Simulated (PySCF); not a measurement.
F⁺ (fluorine, charge +1): B3LYP calculation

Configuration: [He] 2s2 2p4, high-spin 3P determinant. All numbers are calculated (PySCF 2.14, the non-relativistic Hamiltonian (point nucleus), in def2-TZVP (5s3p2d1f, 31 functions)).

- Total energy: -99.1197 hartree
- One-electron energy: -133.1837 hartree
- Hartree (Coulomb) energy: 44.0028 hartree
- Exchange-correlation energy: -9.9388 hartree
- Kinetic energy: 98.85171 hartree
- ⟨S²⟩: 2.0022
- ⟨L²⟩: 2.005
- Sum of ⟨r⟩: 6.186 bohr
- Sum of ⟨r²⟩: 7.233 bohr²
- Traceless quadrupole moment −½Σ⟨3z² − r²⟩ along its main axis: -0.525 e·bohr²
- Density at the nucleus (Gaussians lack the cusp): 438 bohr⁻³
- Spin density at the nucleus: -0.0443 bohr⁻³
- Langevin diamagnetic susceptibility: -5.73 ×10⁻⁶ cm³/mol
- Time after the integrals: 0.28 s of wall time on 1 thread of Neoverse-N1 (shared host)

| shell | electrons | mean orbital energy (eV) | spread (eV) | rms radius, mean of both spins (bohr) |
| --- | --- | --- | --- | --- |
| 1s α | 1 | -695.51 | 0 | 0.205 |
| 1s β | 1 | -693.62 | 0 | 0.205 |
| 2s α | 1 | -52.224 | 0 | 1.06 |
| 2s β | 1 | -46.929 | 0 | 1.06 |
| 2p α | 3 | -32.278 | 2.665 | 1.11 |
| 2p β | 1 | -28.698 | 0 | 1.11 |
